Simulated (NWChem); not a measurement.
C$_{2}$H$_{8}$Si$_{2}$; SMILES C=C([SiH3])[SiH3]

```xyz
12

C      0.0000     0.0000     1.7822
C      0.0000     0.0000     0.4356
Si    -1.6388     0.0000    -0.4855
Si     1.6388     0.0000    -0.4855
H      0.9193     0.0000     2.3700
H     -0.9193     0.0000     2.3700
H     -1.7572     1.2000    -1.3598
H     -2.7602     0.0000     0.4939
H     -1.7572    -1.2000    -1.3598
H      2.7602     0.0000     0.4939
H      1.7572    -1.2000    -1.3598
H      1.7572     1.2000    -1.3598
```
Atoms are numbered in this order, from 1.

All runs: NWChem. Medium grid unless said otherwise, to which SCAN and Minnesota functionals are sensitive. All runs use the structure optimised with B3LYP/6-31G* (spherical d).

Question: Order these by “highest occupied level (eV)”, lowest first: Hartree-Fock/def2-TZVP; PBE/def2-TZVP; B3LYP/def2-TZVP; TPSSh/def2-TZVP.

Answer: Hartree-Fock/def2-TZVP (-10.46), B3LYP/def2-TZVP (-7.88), TPSSh/def2-TZVP (-7.49), PBE/def2-TZVP (-7.01)
